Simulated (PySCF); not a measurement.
3-tert-butylfuran, C₈H₁₂O.
InChI=1S/C8H12O/c1-8(2,3)7-4-5-9-6-7/h4-6H,1-3H3

Torsions of this conformer, `[CH3:1][C:2]([CH3:3])([CH3:4])[c:5]1[cH:6][cH:7][o:8][cH:9]1`: C1–C2–C5–C6 60°.

The closed-shell ground state was solved at several levels (PySCF, density fitting, gas phase, non-relativistic). Geometry: PBE0-D3(BJ)/def2-SVP; no solvent, vibrations or thermal averaging.

```
              level  basis functions  total energy (Eh)  HOMO (eV)  LUMO (eV)  gap (eV)  dipole (D)
       KT3/pcSseg-1              213          -393.3510      -5.42      -0.45      4.97        0.78
CAM-B3LYP/def2-SVPD              279          -386.8112      -7.82       1.26      9.08        0.96
```

(1) What might PBE0/pcSseg-1 (213 basis functions) give for the same quantities?

(2) Over all these levels, which gives the widest orbital gap and which the narrowest?

(3) How far do the dipole and the HOMO energy spread over the levels?

Results:

(1) Total energy -386.7774 Eh, HOMO -6.51 eV, LUMO 0.46 eV, gap 6.97 eV, dipole 0.87 D.

(2) CAM-B3LYP/def2-SVPD (range-separated hybrid) has the widest, 9.08 eV, and KT3/pcSseg-1 (GGA) the narrowest, 4.97 eV. Functional and basis both differ between the two, so the spread mixes both effects.

(3) The dipole runs from 0.78 to 0.96 D (mean 0.87 D) and the HOMO from -7.82 to -5.42 eV.
